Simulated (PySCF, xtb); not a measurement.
FH7OSi3, SMILES O[Si@@H](F)[SiH2][SiH3].

GFN2-xTB run with xtb at its own geometry gives an orbital gap of 3.98 eV and a dipole moment of 1.49 D.

Geometry optimised at r2SCAN-D4/def2-SVP. The structure was generated by enumeration; whether it is a known compound was not checked. One conformer was computed; it need not be the lowest.

What does PBE/def2-TZVP in PySCF give? (An estimate is asked for; the answer gives what the named calculation found.)

gap 5.52 eV (levels -6.83 and -1.31 eV), dipole 1.45 D.
